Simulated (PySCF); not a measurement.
Run record: geometry optimisation, `CO[SiH2]OCC1=CC=CC=C1`.

Computed with PBE0-D3(BJ)/def2-SVP geometry optimisation, gas phase (PySCF 2.14.0). Start geometry: GFN2-xTB. The command runs a driver script over a list of jobs; the input below is this job's line of settings and its coordinates in Å.

Command:
```bash
OMP_NUM_THREADS=1 python probes_run.py task.json out
```

Input:
```
{"job": {"xc": "PBE0", "basis": "def2-SVP", "d3": "d3bj", "grid": 1, "shake": 0.01, "kind": "geom"}, "charge": 0, "multiplicity": 1}
C      4.369830    -0.940720    -0.979590
O      3.036780    -0.770820    -0.541520
Si     2.471640     0.424060     0.384870
O      0.986850    -0.023300     0.497150
C     -0.069750     0.633940     1.173510
C     -1.396240     0.321190     0.544800
C     -1.859190    -0.990290     0.582690
C     -3.052920    -1.306390    -0.029680
C     -3.807670    -0.328080    -0.651490
C     -3.337290     0.964570    -0.704010
C     -2.139250     1.286240    -0.102550
H      5.049360    -0.989120    -0.135680
H      4.377210    -1.818180    -1.586970
H      4.634170    -0.062710    -1.594670
H      2.634300     1.732760    -0.237720
H      3.162710     0.475510     1.707720
H     -0.059100     0.321190     2.230090
H      0.099860     1.727950     1.177920
H     -1.288800    -1.755350     1.085340
H     -3.454950    -2.322330     0.010580
H     -4.761440    -0.584300    -1.151000
H     -3.894520     1.712140    -1.232080
H     -1.753930     2.315590    -0.171930
```

Output:
```
step   0  E = -750.98599505  max force = 0.085004
step   1  E = -751.00009187  max force = 0.010610
step   2  E = -751.00050599  max force = 0.004201
step   3  E = -751.00044057  max force = 0.003720
step   4  E = -751.00071568  max force = 0.002299
step   5  E = -751.00080242  max force = 0.001864
step   6  E = -751.00092304  max force = 0.001257
step   7  E = -751.00109076  max force = 0.001680
step   8  E = -751.00134952  max force = 0.002388
step   9  E = -751.00179711  max force = 0.002480
... (22 lines left out)
step  32  E = -751.01061274  max force = 0.002498
step  33  E = -751.01099871  max force = 0.001521
step  34  E = -751.01121257  max force = 0.001384
step  35  E = -751.01133553  max force = 0.002589
step  36  E = -751.01143467  max force = 0.002116
step  37  E = -751.01130686  max force = 0.002389
step  38  E = -751.01157534  max force = 0.000876
step  39  E = -751.01157591  max force = 0.001059
step  40  E = -751.01160605  max force = 0.000429
step  41  E = -751.01161523  max force = 0.000270
optimisation converged
```

Energies in Eh; «max force» is the largest Cartesian gradient component in Eh/bohr.

Question: At which steps does the energy rise by more than 1e-5 Eh?

Answer: At steps 3 (+0.07 mEh), 30 (+2.93 mEh) and 37 (+0.13 mEh).

Question: Give the first gradient maximum in eV/Å.

Answer: With 1 Eh/bohr = 51.422 eV/Å, 4.371 eV/Å.

In short: final energy -751.01162 Eh after 41 steps; dipole 1.34 D.

Question: Give the final coordinates.

Answer: 1.689 Å rms from the input after alignment:
```
atom  x, y, z in Å
C1     1.8246   -0.6572   -1.3398
O2     2.1463    0.5266   -0.6596
Si3    2.5101    0.6646    0.9467
O4     1.2323    0.3147    1.9551
C5    -0.0193    0.9554    1.8615
C6    -0.8669    0.3640    0.7649
C7    -1.2159   -0.9911    0.8170
C8    -1.9554   -1.5720   -0.2090
C9    -2.3540   -0.8039   -1.3049
C10   -2.0075    0.5440   -1.3665
C11   -1.2663    1.1228   -0.3361
H12    2.4227   -1.5177   -0.9868
H13    0.7569   -0.9062   -1.2221
H14    2.0311   -0.5172   -2.4119
H15    2.9103    2.0885    1.1092
H16    3.5675   -0.3025    1.3487
H17   -0.5212    0.8278    2.8348
H18    0.0954    2.0434    1.6959
H19   -0.8889   -1.5935    1.6687
H20   -2.2230   -2.6303   -0.1566
H21   -2.9330   -1.2592   -2.1119
H22   -2.3094    1.1492   -2.2247
H23   -0.9783    2.1758   -0.3971
```

The run took 19 min of wall time on one thread, Arm Neoverse V2 (aarch64), no GPU, shared host with 192 logical CPUs at a one-minute load of 36, and the process peaked at 0.97 GiB of memory.
Labels such as C1 count atoms from 1, the log's own numbers from 0.
